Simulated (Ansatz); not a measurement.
CH3F3SSi (`FC(F)(F)S[SiH3]`), relaxed with RKS PBE-D4/def2-SVP in the Gaussian-basis code of Ansatz from a rough embedded geometry. The force threshold is 0.03 eV/Å; the program also tests the step.

Charge 0, multiplicity 1.

Start:

```xyz
9

F     1.652   -1.043    0.039
C     0.331   -1.403   -0.195
F    -0.266   -1.584    1.019
F     0.441   -2.663   -0.836
S    -0.593   -0.261   -1.185
Si   -0.433    1.447    0.073
H    -1.038    1.119    1.386
H    -1.123    2.558   -0.567
H     1.028    1.829    0.265
```

```
step  energy (eV)  largest force (eV/Å)  largest move (Å)
   1  -27919.1889                 2.621             0.000
   2  -27919.3852                 1.712             0.106
   3  -27919.4398                 0.283             0.107
   4  -27919.4490                 0.115             0.034
   5  -27919.4499                 0.039             0.007
   6  -27919.4500                 0.007             0.003
```

End:

```xyz
9

F     1.633   -1.094    0.048
C     0.362   -1.476   -0.190
F    -0.216   -1.695    1.008
F     0.388   -2.635   -0.866
S    -0.560   -0.247   -1.198
Si   -0.408    1.487    0.110
H    -1.046    1.221    1.441
H    -1.173    2.530   -0.649
H     1.021    1.909    0.296
```

Hardware: 4 threads of an Intel Xeon on a shared host. Wall time 7 s, peak host memory 0.17 GiB.
